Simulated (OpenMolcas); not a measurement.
# Ni2+: effect of the metal basis

Ni2+ with its 6 nearest fluoride ions at 2.009 Å, on the Zn site of KZnF3 (a = 4.054 Å, distance in the model lattice 2.027 Å). The rest of the host is ab initio model potentials to 7.6 Å and point charges beyond; the distance is set by hand and nothing relaxes.

```yaml
Program: OpenMolcas
Method: CASSCF
Spin-orbit_coupling: state interaction with AMFI integrals over the reference wave functions
```

Fixed: ligand basis ANO-RCC-VDZP, active space 8 electrons in 5 orbitals (3d), DKH2 Hamiltonian.

States (labels of O, the rotations of Oh). Energies in cm-1 above the lowest state or level, χT in cm3 K/mol; 10Dq and B are least-squares fits to the states below 45000 cm-1, weighted by degeneracy, with a free offset, and given where the rms deviation is under 5 % of |10Dq| (or 100 cm-1) and under 700 cm-1.

```json
{"Run": "A", "Metal basis": "ANO-RCC-VDZP", "Ground state": "3A2", "First state of that spin": "3T2 6836", "10Dq": "6696", "B (rms of fit)": "1270 (70)", "First gap with spin-orbit (degeneracies)": "6563 (3, 2)", "χT at 300 K": "1.449", "First state of another spin": "1E 18556", "Cost": "roughly 16 core-seconds"}
{"Run": "B", "Metal basis": "ANO-RCC-VTZP", "Ground state": "3A2", "First state of that spin": "3T2 6673", "10Dq": "6492", "B (rms of fit)": "1288 (86)", "First gap with spin-orbit (degeneracies)": "6407 (3, 2)", "χT at 300 K": "1.455", "First state of another spin": "1E 18869", "Cost": "roughly 25 core-seconds"}
```

Against A, |10Dq| changes by -3.0 % in B.

Costs are those of the RASSCF and RASSI steps.

Without dynamic correlation the repulsion within the d shell is too large (B by tens of per cent), so at a given field states of lower spin stand too high. Ligand-to-metal charge-transfer states are missing. With no ligand orbital active B as a rule stays too high, so bands that hang on it stand too high and its fall with covalency is understated. With metal d orbitals alone and no dynamic correlation 10Dq can be off by a tenth to a fifth, either way, in oxide and fluoride hosts. No measured value stands beside these numbers; the geometry was set by hand and not optimised.
